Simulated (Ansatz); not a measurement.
Au₂S⁻. Total charge -1; doublet. Geometry PBE-D4/def2-TZVP, that of the neutral singlet; atoms count from 1.

| atom | x (Å) | y (Å) | z (Å) |
| --- | --- | --- | --- |
| Au1 | 0.6431 | -0.0239 | 1.5669 |
| Au2 | -0.3890 | 0.9898 | -1.3185 |
| S3 | -0.2541 | -0.9658 | -0.2484 |

In the def2 sets Au takes a core potential; there is no spin–orbit coupling. The structure comes from a short search, and lower isomers may exist.

Estimate the Mulliken populations from the PBE0/def2-TZVPD orbitals of Ansatz.


| atom | charge (e) | spin (α − β) | d electrons |
| --- | --- | --- | --- |
| Au1 | -0.20 | 0.38 | 9.68 |
| Au2 | -0.20 | 0.38 | 9.68 |
| S3 | -0.60 | 0.25 | – |
Mulliken values depend strongly on the basis. With diffuse functions, as here, like atoms can get unlike values, and bond orders can come out too low or too high.

Where does the spin sit?

Summed by element: Au 0.75, S 0.25, of 1 unpaired in all. Largest on single atoms: Au1 0.38, Au2 0.38, S3 0.25.

And the Mayer bond orders between heavy atoms (over 0.3)?

Au1–Au2 0.47 (3.23 Å); Au1–S3 1.04 (2.23 Å); Au2–S3 1.04 (2.23 Å).
